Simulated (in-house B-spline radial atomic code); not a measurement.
A radial electron density 4πr²n(r) was computed for an atom or ion in its tabulated ground configuration with an all-electron radial atomic-structure program (B-spline basis); method: Dirac-Hartree-Fock, average of configuration. Columns: r (bohr), 4πr²n(r) (electrons per bohr), bar.

```
0.000656    3.101 #
0.000808    4.351 ##
0.000995    6.069 ##
 0.00122    8.356 ###
 0.00151    11.58 ####
 0.00186    15.79 ######
 0.00229    21.26 #######
 0.00281    28.11 ##########
 0.00346    36.71 #############
 0.00426    46.94 ################
 0.00525    58.57 ####################
 0.00646    70.72 #########################
 0.00796    82.34 #############################
  0.0098    91.66 ################################
  0.0121    97.03 ##################################
  0.0148    97.35 ##################################
  0.0183    93.28 #################################
  0.0225    88.04 ###############################
  0.0277    86.51 ##############################
  0.0341    93.08 #################################
   0.042    107.4 ######################################
  0.0517    121.9 ###########################################
  0.0636    125.8 ############################################
  0.0784    114.9 ########################################
  0.0965    99.95 ###################################
   0.119     97.8 ##################################
   0.146    109.3 ######################################
    0.18      113 #######################################
   0.222    91.47 ################################
   0.273    62.73 ######################
   0.336    54.61 ###################
   0.414    63.51 ######################
   0.509    63.03 ######################
   0.627    46.44 ################
   0.772    28.41 ##########
    0.95    18.25 ######
    1.17    13.01 #####
    1.44    8.473 ###
    1.77    4.299 ##
    2.18    1.547 #
    2.69   0.3661 
    3.31  0.05438 
    4.07 0.004556 
    5.01 0.0001863
```

Q: Which atom or ion is it?
A. Yb3+
B. Lu3+
C. Er3+
D. Tm3+

A: A. The area under the curve, ∫4πr²n dr = ∫r·4πr²n d(ln r) on this logarithmic grid, is 67 electrons, which only this option has. The configuration is [Xe] 4f13.
